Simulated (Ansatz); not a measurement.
`[CH3][Al]([NH2])[Cl]`. The species carries charge 0 and has multiplicity 1.

```xyz
9

C    -0.5575   -1.3344   -0.4371
Al   -0.3285    0.4899    0.1709
N     1.2392    1.2568    0.3978
Cl   -2.0038    1.6910    0.6063
H    -1.0993   -1.9268    0.3057
H     0.3987   -1.8267   -0.6299
H    -1.1467   -1.3665   -1.3580
H     1.3708    2.2039    0.7132
H     2.1273    0.8129    0.2311
```

Question: What are the harmonic wavenumbers in cm⁻¹ at PBE0-D4/def2-TZVP (Ansatz, finite differences of forces, unscaled)? (Estimate.)

Answer: The calculation gave: 58, 155, 178, 205, 378, 416, 464, 617, 654, 668, 746, 858, 1225, 1441, 1444, 1564, 3046, 3124, 3135, 3611, 3704.

Question: Is this a minimum?

Answer: Yes, all 21 modes are real.

Question: Give the ideal-gas thermochemistry at 298.15 K and 1 bar (rigid rotor, harmonic oscillator; point group Cs, symmetry number 1).

Answer: Zero-point energy 165.6 kJ/mol; H(298) − E = 186.3 kJ/mol; entropy 343.5 J/(mol·K), of which translation 165.5, rotation 111.5, vibration 66.6; G(298) − E = 83.8 kJ/mol. Modes under 100 cm⁻¹ are hindered rotations or soft bends, so the harmonic entropy is rough.

Question: And at 400, 500, 600, 800 and 1000 K?

Answer: 
| T (K) | H − E (kJ/mol) | S (J/mol/K) | G − E (kJ/mol) |
| --- | --- | --- | --- |
| 400 | 197.4 | 375.7 | 47.2 |
| 500 | 209.7 | 403.0 | 8.2 |
| 600 | 222.9 | 427.1 | -33.3 |
| 800 | 251.7 | 468.4 | -123.0 |
| 1000 | 282.8 | 503.1 | -220.2 |
